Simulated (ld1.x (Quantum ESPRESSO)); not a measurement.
**gadolinium, PAW: configuration errors across variants**

- Element: gadolinium (Gd)
- Generator: ld1.x (Quantum ESPRESSO) 7.5
- Type: PAW
- Functional: PBE
- Relativity: scalar-relativistic
- Frozen core: [Kr]
- Valence charge: 28
- Reference configuration: 4d10 4f7 5s2 5p6 5d0 6s0 6p0 (charge +3)
- Partial waves: 5s (bound): rcut 1.75, rcutus 1.90 bohr; 6s (bound, empty): rcut 1.75, rcutus 1.90 bohr; 5p (bound): rcut 2.05, rcutus 2.30 bohr; 6p (bound, empty): rcut 2.05, rcutus 2.30 bohr; 4d (bound): rcut 0.85, rcutus 1.15 bohr; 5d (bound, empty): rcut 0.85, rcutus 1.15 bohr; 4f (bound): rcut 1.00, rcutus 1.10 bohr; 4f channel at -2 Ry: rcut 1.00, rcutus 1.10 bohr
- Local potential: all-electron potential smoothed inside 1.95 bohr (lloc = -1)
- Core correction: a·sin(br)/r model core inside 1.05 bohr
- Augmentation charge: BESSEL, radius 0.60 bohr

All-electron excitation energies from the reference (eV): (1) 4d10 4f7 5s2 5p6 5d1 6s2 6p0 -38.580; (2) 4d10 4f7 5s2 5p6 5d1 6s1 6p0 -31.935; (3) 4d10 4f7 5s2 5p6 5d1 6s0 6p0 -19.835.

The overlap operator is not positive definite (basis up to 400 Ry) in “base”, “all radii but the core radius scaled by about 0.85 (s 1.62, p 1.96, d 0.98, f 0.94 bohr, rcut 1.48/1.74/0.72/0.86); local potential all-electron potential smoothed inside 1.66 bohr (lloc = -1); augmentation BESSEL, radius 0.52 bohr”, “all radii but the core radius scaled by about 1.09 (s 2.08, p 2.52, d 1.26, f 1.20 bohr, rcut 1.92/2.24/0.94/1.10); local potential all-electron potential smoothed inside 2.14 bohr (lloc = -1); augmentation BESSEL, radius 0.66 bohr”, “all radii but the core radius scaled by about 1.18 (s 2.24, p 2.72, d 1.36, f 1.30 bohr, rcut 2.06/2.42/1.00/1.18); local potential all-electron potential smoothed inside 2.30 bohr (lloc = -1); augmentation BESSEL, radius 0.70 bohr”, “all radii but the core radius scaled by about 1.40 (s 2.66, p 3.22, d 1.60, f 1.54 bohr, rcut 2.44/2.86/1.18/1.40); local potential all-electron potential smoothed inside 2.72 bohr (lloc = -1); augmentation BESSEL, radius 0.84 bohr”. Such files are unfit for use, however small their errors in these radial tests.

1 further variants failed, have other tests or too few solved ones, and are left out.

Errors AE − PS in meV (a dash: test not solved or not reliable):

```tsv
change	(1)	(2)	(3)	bound ghosts
base	+9.2	-2.0	-32	not determined (overlap not positive)
all radii but the core radius scaled by about 0.85 (s 1.62, p 1.96, d 0.98, f 0.94 bohr, rcut 1.48/1.74/0.72/0.86); local potential all-electron potential smoothed inside 1.66 bohr (lloc = -1); augmentation BESSEL, radius 0.52 bohr	–	–	–	not determined (overlap not positive)
all radii but the core radius scaled by about 0.97 (s 1.84, p 2.22, d 1.12, f 1.06 bohr, rcut 1.70/1.98/0.82/0.96); local potential all-electron potential smoothed inside 1.88 bohr (lloc = -1); augmentation BESSEL, radius 0.58 bohr	+8.7	+0.4	-35	none
all radii but the core radius scaled by about 1.09 (s 2.08, p 2.52, d 1.26, f 1.20 bohr, rcut 1.92/2.24/0.94/1.10); local potential all-electron potential smoothed inside 2.14 bohr (lloc = -1); augmentation BESSEL, radius 0.66 bohr	–	–	–	not determined (overlap not positive)
all radii but the core radius scaled by about 1.18 (s 2.24, p 2.72, d 1.36, f 1.30 bohr, rcut 2.06/2.42/1.00/1.18); local potential all-electron potential smoothed inside 2.30 bohr (lloc = -1); augmentation BESSEL, radius 0.70 bohr	–	–	–	not determined (overlap not positive)
all radii but the core radius scaled by about 1.40 (s 2.66, p 3.22, d 1.60, f 1.54 bohr, rcut 2.44/2.86/1.18/1.40); local potential all-electron potential smoothed inside 2.72 bohr (lloc = -1); augmentation BESSEL, radius 0.84 bohr	–	–	–	not determined (overlap not positive)
```

Give the same row for: all radii but the core radius scaled by about 1.27 (s 2.40, p 2.90, d 1.46, f 1.40 bohr, rcut 2.22/2.60/1.08/1.26); local potential all-electron potential smoothed inside 2.46 bohr (lloc = -1); augmentation BESSEL, radius 0.76 bohr.

–, –, –; bound ghosts: none. Not counted: 4d10 4f7 5s2 5p6 5d1 6s2 6p0 (solver errors, printed error -10423 eV).
